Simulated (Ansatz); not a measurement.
Consider the isomerisation: `N[CH2][GeH2][SiH3]` → `C[SiH2][NH][GeH3]`.

Computed with Ansatz on PBE0-D4/def2-TZVP structures; ΔE is electronic, products minus reactants. CCSD(T)/CBS is the MP2 limit (def2-TZVPP, def2-QZVPP) plus CCSD(T) − MP2 in def2-TZVPP, frozen cores. DFT in def2-TZVPP. B3LYP here is the variant with VWN-RPA as its local correlation; programs differ in this. For Ge outer-core shells are correlated without core-valence functions, which leaves a few kJ/mol of doubt a bond. Scalar relativity is left out up to krypton. Each species was taken in one conformer, which may not be the lowest.

```csv
species,B3LYP energy (Eh)
`N[CH2][GeH2][SiH3]`,-2464.87819
`C[SiH2][NH][GeH3]`,-2464.93101
```

**Question.** Work out ΔE.

**Answer.** ΔE = (-2464.93101) − (-2464.87819) = -0.05282 Eh = -33.1 kcal/mol. CCSD(T)/CBS gives -34.2 kcal/mol.

Largest T1 diagnostic among the species: 0.011.

In def2-TZVPP, CCSD(T) changes the Hartree–Fock value by +4.8 kcal/mol (the triples alone add +0.5 kcal/mol) and MP2 by +2.5 kcal/mol. From PBE to PBE0 (25 % exact exchange), in def2-TZVPP and without D4, ΔE moves by −2.1 kcal/mol.
